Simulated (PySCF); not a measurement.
## Peak assignment

Geometry:
```csv
atom,x (Å),y (Å),z (Å)
Si1,2.297,-1.365,-0.043
N2,1.077,-0.126,-0.055
Si3,1.122,1.631,-0.168
C4,-0.781,1.870,-0.081
C5,-1.237,0.452,0.039
C6,-2.445,-0.280,0.157
C7,-2.082,-1.591,0.223
O8,-0.722,-1.728,0.154
C9,-0.246,-0.484,0.044
H10,2.068,-2.261,-1.178
H11,3.545,-0.616,-0.173
H12,2.217,-2.097,1.223
H13,1.724,2.008,-1.447
H14,1.851,2.166,0.983
H15,-1.198,2.348,-0.970
H16,-1.103,2.464,0.775
H17,-3.444,0.107,0.189
H18,-2.651,-2.493,0.316
```

PySCF 2.14.0 with density-fitted response routines calculation with shieldings: GIAO PBE0/pcSseg-1 and GFN2-xTB geometry; in vacuum, one averaged value for each set of equivalent atoms, non-relativistic, a single conformation.

References, each an isolated molecule treated in the same way: ¹³C (σref 186.93) and ¹H (σref 31.72) vs TMS.

Q: Assign these signals to the numbered atoms. ¹³C{¹H} NMR (computed): δ 168.4, 138.3, 118.6, 105.4, 7.9.

A: 
168.4 → C9, aromatic carbon bearing nitrogen: an ipso carbon deshielded by its heteroatom
138.3 → C7, aromatic CH next to the ring oxygen
118.6 → C6, aromatic CH
105.4 → C5, substituted aromatic carbon
7.9 → C4, sp3 CH2 bonded to Si, on an aromatic ring: an electropositive neighbour leaves it electron-rich and shielded

Q: Assign these signals to the numbered atoms. ¹H NMR (500 MHz, computed): δ 6.88 (m, 1H), 6.62 (m, 1H), 5.52 (m, 2H), 4.80 (s, 3H), 2.18 (m, 2H).

A: 
```tsv
δ (ppm)	atoms	environment	reason
6.88	H18	hydrogen on an aromatic CH next to the ring oxygen	π donation from the O or N substituent shields it against benzene
6.62	H17	hydrogen on an aromatic CH	the ring current deshields protons in the ring plane
5.52	H13/H14	hydrogen on a silicon bonded to C, N, in a 5-membered ring	–
4.80	H10/H11/H12	hydrogen on a silicon bonded to N	–
2.18	H15/H16	hydrogen on an sp3 CH2 bonded to Si, on an aromatic ring	benzylic-type position, deshielded by the ring
```

Shifts are as computed. Against solution values, carbons near 30 ppm lie about +3 ppm off and those near 130 ppm about +5 ppm. Of 1309 compounds with measured shifts, 239 miss one by over three times the rms of a fit or turn the order of signals round; such compounds aren't used in these exercises. Multiplicities follow the n + 1 count of equivalent neighbours, as no J values were calculated; m marks all less simple cases, F and P coupling included.
